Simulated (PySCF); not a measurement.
Gas-phase reaction: 2 GeCl4 + H2 → 2 GeHCl3 + 2 Cl

Energies from PySCF, thermal terms from the rigid-rotor harmonic-oscillator model, ideal gas at 1 bar. † marks an energy on the PBE0/def2-TZVP geometry and frequencies; other levels use their own. MP2 and CCSD(T) freeze the core. 6-31G* has spherical d functions here. Open shells (unrestricted): Cl (multiplicity 2); the rest are closed-shell singlets. Spin-orbit splitting is ignored; it lowers the true energy and changes the entropy of Cl. B3LYP is the form with VWN-RPA correlation. Ge: all electrons, no relativistic terms. MP2 isn't extrapolated to the basis-set limit. CCSD(T) isn't extrapolated to the basis-set limit.

```csv
level,"ΔH°(298 K), kJ"
B3LYP/6-31G*,473
CCSD(T)/def2-SVP†,468
HF/def2-TZVP†,353
MP2/def2-SVP†,(withheld)
PBE/def2-TZVP†,534
PBE0/def2-SVP†,(withheld)
PBE0/def2-TZVP,518
LDA/def2-TZVP†,(withheld)
ωB97M-V/def2-TZVP†,(withheld)
```

Complete the blanks.


- MP2/def2-SVP†, ΔH°(298 K), kJ: 500
- PBE0/def2-SVP†, ΔH°(298 K), kJ: 507
- LDA/def2-TZVP†, ΔH°(298 K), kJ: 612
- ωB97M-V/def2-TZVP†, ΔH°(298 K), kJ: 534
